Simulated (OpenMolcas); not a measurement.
A calculation on Cu2+.

```
Program             : OpenMolcas
Method              : SS-CASPT2, IPEA 0.25 Eh, imaginary shift 0.1 Eh (closed shells correlated: 3s 3p)
Basis               : ANO-RCC-VTZP [6s5p3d2f1g]
Scalar Hamiltonian  : DKH2, point nucleus
Active space        : 9 electrons in 6 orbitals (3d 4s)
State averaging     : 2S+1 = 2 even, 29 roots; 2S+1 = 4 even, 10 roots kept (CI in the orbitals of an earlier block)
Spin-orbit coupling : state interaction with AMFI integrals over the reference wave functions, term energies averaged over their components
```

**Question.** Which level of the active space comes out lowest?

**Answer.** 3d9 2D 5/2, with 100 % of that term; it is also the measured ground level.

**Question.** How high does 3d8 4s 2F 7/2 lie?

**Answer.** 68430 cm-1 above the lowest level; measured 67017 cm-1 above the ground level, so the calculation is off by +2 %.

**Question.** How high does 3d9 2D 3/2 lie?

**Answer.** 2190 cm-1 above the lowest level; measured 2072 cm-1 above the ground level, so the calculation is off by +5 %.

**Question.** How high does 3d8 4s 4F 5/2 lie?

**Answer.** 65440 cm-1 above the lowest level; measured 63149 cm-1 above the ground level, so the calculation is off by +4 %.

Measured values: Sugar and Musgrove, J. Phys. Chem. Ref. Data 19, 527 (1990).

CASPT2 does not keep the components of a term degenerate, so their means are used; among the terms shown or strongly mixed into the levels shown the widest spread is 1200 cm-1 (3d8 4s 4F). Terms from blocks run as CI alone lack orbitals of their own. A single d shell beside an s shell can misplace configurations of different d count against each other. Computed and measured levels are paired by configuration, term and J; levels that our copy of the source lacks, or whose pairing is in doubt (as where it misses far off the trend of its configuration), stay unpaired and out of the deviations. Only configurations of the active space appear.
